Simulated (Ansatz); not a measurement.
## Nudged elastic band run: CH7NOSi

Input file:

```yaml
crystal:
  periodic: [false, false, false]
  atoms:
    - { symbol: "N", position_ang: [-0.93513, -0.06385, -1.02931] }
    - { symbol: C, position_ang: [0.257296, 0.677343, -0.537053] }
    - { symbol: Si, position_ang: [0.706499, -0.151977, 1.184054] }
    - { symbol: O, position_ang: [-0.116461, -1.682171, 0.993465] }
    - { symbol: H, position_ang: [-0.977417, -0.173886, -2.044842] }
    - { symbol: H, position_ang: [-1.821361, 0.294735, -0.664118] }
    - { symbol: H, position_ang: [0.121992, 1.774236, -0.479116] }
    - { symbol: H, position_ang: [1.093705, 0.483776, -1.229804] }
    - { symbol: H, position_ang: [0.17418, 0.663363, 2.352701] }
    - { symbol: H, position_ang: [2.20517, -0.318033, 1.345437] }
    - { symbol: H, position_ang: [-0.642972, -1.560435, 0.129386] }
basis:
  gaussian: { orbitals: "6-31G" }
hamiltonian:
  xc: pbe
  dispersion: d4
neb:
  order_check: false
  images: 5
  f_tol: 0.05
  max_iterations: 60
  initial_path: idpp
  final_atoms:
    - { symbol: "N", position_ang: [-0.35495148, -0.0775957, -1.56528963] }
    - { symbol: C, position_ang: [0.077518, 0.84094598, -0.51762764] }
    - { symbol: Si, position_ang: [0.67697222, -0.23565764, 0.96069354] }
    - { symbol: O, position_ang: [-0.53511152, -1.47661614, 1.26386864] }
    - { symbol: H, position_ang: [-0.60300764, 0.32887518, -2.46491085] }
    - { symbol: H, position_ang: [-0.9723206, -0.82951845, -1.26301643] }
    - { symbol: H, position_ang: [-0.68421253, 1.58036312, -0.16428581] }
    - { symbol: H, position_ang: [0.94773976, 1.43237508, -0.86404155] }
    - { symbol: H, position_ang: [0.8940414, 0.63715503, 2.19539069] }
    - { symbol: H, position_ang: [1.92634486, -1.00049208, 0.61111063] }
    - { symbol: H, position_ang: [-1.30751148, -1.25673339, 1.82890842] }
```

Command:

```bash
$ ansatz run input.yaml --threads 1 --pin off --max-ram 2048MiB --backend cpu --events-out ev --progress --plain --runs-dir out
```

Output, in part (warnings, iteration lines, the closing report on the highest movable image, with atoms numbered from 0):

```
NEB end point (image 0): max|allowed force component| = 1.108e-2 eV/Å (the criterion of neb.relax_end_points is 1.000e-2)
NEB end point (image 6): max|allowed force component| = 5.396e-3 eV/Å (the criterion of neb.relax_end_points is 1.000e-2)
NEB iter   1: max|band force component| = 9.390e-1 eV/Å  barrier→ = 0.4043 eV  barrier← = 0.2590 eV  Δτ_max = 0.1964 Å  (178 SCF iters)
NEB iter   2: max|band force component| = 3.472e-1 eV/Å  barrier→ = 0.3258 eV  barrier← = 0.1806 eV  CI = image 3  Δτ_max = 0.0929 Å  (139 SCF iters)
NEB iter   3: max|band force component| = 2.948e-1 eV/Å  barrier→ = 0.3140 eV  barrier← = 0.1687 eV  CI = image 3  Δτ_max = 0.1981 Å  (134 SCF iters)
NEB iter   4: max|band force component| = 3.936e-1 eV/Å  barrier→ = 0.3051 eV  barrier← = 0.1598 eV  CI = image 3  Δτ_max = 0.0995 Å  (139 SCF iters)
NEB iter   5: max|band force component| = 2.555e-1 eV/Å  barrier→ = 0.3004 eV  barrier← = 0.1551 eV  CI = image 3  Δτ_max = 0.0989 Å  (134 SCF iters)
NEB iter   6: max|band force component| = 1.100e-1 eV/Å  barrier→ = 0.2949 eV  barrier← = 0.1497 eV  CI = image 3  Δτ_max = 0.0859 Å  (134 SCF iters)
NEB iter   7: max|band force component| = 1.364e-1 eV/Å  barrier→ = 0.2866 eV  barrier← = 0.1414 eV  CI = image 3  Δτ_max = 0.0432 Å  (136 SCF iters)
NEB iter   8: max|band force component| = 9.908e-2 eV/Å  barrier→ = 0.2814 eV  barrier← = 0.1361 eV  CI = image 3  Δτ_max = 0.0432 Å  (128 SCF iters)
NEB iter   9: max|band force component| = 9.007e-2 eV/Å  barrier→ = 0.2764 eV  barrier← = 0.1312 eV  CI = image 3  Δτ_max = 0.0432 Å  (126 SCF iters)
NEB iter  10: max|band force component| = 7.647e-2 eV/Å  barrier→ = 0.2714 eV  barrier← = 0.1262 eV  CI = image 3  Δτ_max = 0.0432 Å  (134 SCF iters)
NEB iter  11: max|band force component| = 6.857e-2 eV/Å  barrier→ = 0.2667 eV  barrier← = 0.1214 eV  CI = image 3  Δτ_max = 0.0865 Å  (135 SCF iters)
NEB iter  12: max|band force component| = 5.718e-2 eV/Å  barrier→ = 0.2582 eV  barrier← = 0.1129 eV  CI = image 3  Δτ_max = 0.0864 Å  (134 SCF iters)
NEB iter  13: max|band force component| = 7.693e-2 eV/Å  barrier→ = 0.2516 eV  barrier← = 0.1063 eV  CI = image 3  Δτ_max = 0.0865 Å  (132 SCF iters)
NEB iter  14: max|band force component| = 8.209e-2 eV/Å  barrier→ = 0.2471 eV  barrier← = 0.1019 eV  CI = image 3  Δτ_max = 0.0865 Å  (133 SCF iters)
NEB iter  15: max|band force component| = 1.081e-1 eV/Å  barrier→ = 0.2448 eV  barrier← = 0.0996 eV  CI = image 3  Δτ_max = 0.0432 Å  (132 SCF iters)
NEB iter  16: max|band force component| = 1.031e-1 eV/Å  barrier→ = 0.2444 eV  barrier← = 0.0991 eV  CI = image 3  Δτ_max = 0.0430 Å  (131 SCF iters)
NEB iter  17: max|band force component| = 1.097e-1 eV/Å  barrier→ = 0.2445 eV  barrier← = 0.0992 eV  CI = image 3  Δτ_max = 0.0215 Å  (117 SCF iters)
NEB iter  18: max|band force component| = 6.034e-2 eV/Å  barrier→ = 0.2445 eV  barrier← = 0.0992 eV  CI = image 3  Δτ_max = 0.0215 Å  (108 SCF iters)
NEB iter  19: max|band force component| = 3.690e-2 eV/Å  barrier→ = 0.2445 eV  barrier← = 0.0992 eV  CI = image 3  Δτ_max = 0.0000 Å  (239 SCF iters)
Total energy: -12553.61311570 eV, -461.3367728573 hartree
Atom 0 at    -0.247818    -0.242005    -1.563165 Å, force     0.004795    -0.000033    -0.001954 eV/Å
Atom 1 at     0.127600     0.734331    -0.539616 Å, force     0.000001    -0.002102     0.004898 eV/Å
Atom 2 at     0.606047    -0.152778     1.107663 Å, force    -0.002311     0.003694    -0.005693 eV/Å
Atom 3 at    -0.723594    -1.078359     1.782433 Å, force    -0.000929    -0.002683     0.008318 eV/Å
Atom 4 at    -0.288760     0.104455    -2.520804 Å, force    -0.002330    -0.000379    -0.001068 eV/Å
Atom 5 at    -1.029842    -0.854193    -1.337436 Å, force    -0.000916     0.000871     0.002812 eV/Å
Atom 6 at    -0.621426     1.537727    -0.333504 Å, force    -0.000490     0.000301    -0.000344 eV/Å
Atom 7 at     1.050951     1.253192    -0.863045 Å, force    -0.000113     0.000108    -0.000286 eV/Å
Atom 8 at     0.992469     0.894474     2.137493 Å, force    -0.000247    -0.001622    -0.000532 eV/Å
Atom 9 at     1.768445    -1.088849     0.857088 Å, force     0.000449    -0.000558     0.000037 eV/Å
Atom 10 at    -1.568569    -1.164894     1.293694 Å, force     0.002091     0.002402    -0.006189 eV/Å
Dipole moment:    -0.318300     0.319404    -0.516992 e Å
```

It converged. A vibrational analysis at the climbing image gives one clearly imaginary mode, 329i cm⁻¹: a first-order saddle point. Limits of this set-up: no polarisation functions.

Final band (atoms are numbered from 1 in the order of the input):

| image | path coordinate (Å) | energy (kcal/mol) | dihedral H8–C2–Si3–H10 (°) |
| --- | --- | --- | --- |
| 0 | 0.00 | 0.0 | 24 |
| 1 | 1.52 | 0.3 | -15 |
| 2 | 3.05 | 2.4 | -30 |
| 3 | 4.57 | 5.6 | -58 |
| 4 | 4.87 | 4.8 | -57 |
| 5 | 5.18 | 3.7 | -55 |
| 6 | 5.48 | 3.4 | -51 |

Time of the run: 3.6 min on 1 thread of Arm Neoverse V2, with other jobs on the host, peak memory 0.1 GiB.
